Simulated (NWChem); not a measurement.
System: BHOF2; SMILES OB(F)F

```xyz
5

B     -0.0064    -0.0228     0.0000
F      1.2140     0.4986     0.0000
F     -0.1245    -1.3347     0.0000
O     -1.1080     0.7441     0.0000
H     -0.9098     1.6859     0.0000
```
Atoms are numbered in this order, from 1.

Program: NWChem. Pople sets run with spherical d functions. All runs use the structure optimised with PBE0/def2-SVP. Ions are spin-unrestricted doublets at the neutral geometry; other ion states weren't tried. Functional: LC-ωPBE (HJS hole) with 6-31G*; rows give the range parameter ω in 1/bohr.

```json
[
 {"range parameter (1/bohr)": "0.05", "vertical ionisation energy, ΔSCF (eV)": "13.02", "−ε(HOMO) (eV)": "9.07", "ΔSCF minus −ε(HOMO) (eV)": "3.95"},
 {"range parameter (1/bohr)": "0.25", "vertical ionisation energy, ΔSCF (eV)": "13.37", "−ε(HOMO) (eV)": "11.75", "ΔSCF minus −ε(HOMO) (eV)": "1.62"},
 {"range parameter (1/bohr)": "0.40", "vertical ionisation energy, ΔSCF (eV)": "13.72", "−ε(HOMO) (eV)": "13.18", "ΔSCF minus −ε(HOMO) (eV)": "0.54"},
 {"range parameter (1/bohr)": "0.60", "vertical ionisation energy, ΔSCF (eV)": "[?]", "−ε(HOMO) (eV)": "[?]", "ΔSCF minus −ε(HOMO) (eV)": "[?]"}
]
```

**Question.** Some entries are withheld; supply them.

**Answer.** 
- 0.60, vertical ionisation energy, ΔSCF (eV): 13.94
- 0.60, −ε(HOMO) (eV): 14.45
- 0.60, ΔSCF minus −ε(HOMO) (eV): -0.51
